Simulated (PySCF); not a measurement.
PySCF input:

```python
from pyscf import gto, scf, dft

mol = gto.M(
    atom='''
    C    -2.04635261   -0.18638224   -0.14124366
    C    -0.57560071   -0.19322420   -0.13765363
    C     0.48569593    0.46242764    0.32437271
    F     0.69718914    1.54240827    1.07669341
    C     1.40487656   -0.51057577   -0.34712781
    O     0.17723582   -1.17844071   -0.81859252
    H    -2.41701465    0.65572592    0.44233359
    H    -2.42951573   -0.10350903   -1.16126844
    H    -2.43774476   -1.11176271    0.28842559
    H     1.99418228   -0.14985129   -1.18984950
    H     1.98578904   -1.17822429    0.28877263
    ''',
    basis='def2-tzvpd',
    charge=0,
    spin=0,
    verbose=4,
)

mf = scf.RHF(mol).density_fit(auxbasis='def2-universal-jkfit')
mf.conv_tol = 1e-9
mf.max_cycle = 100
mf.max_memory = 1500
mf.kernel()
if not mf.converged:
    mf = mf.newton()
    mf.kernel(mf.make_rdm1())
mf.analyze()
```

Q: Predict the final energy.

A: -328.73026 Eh (HF/def2-TZVPD).
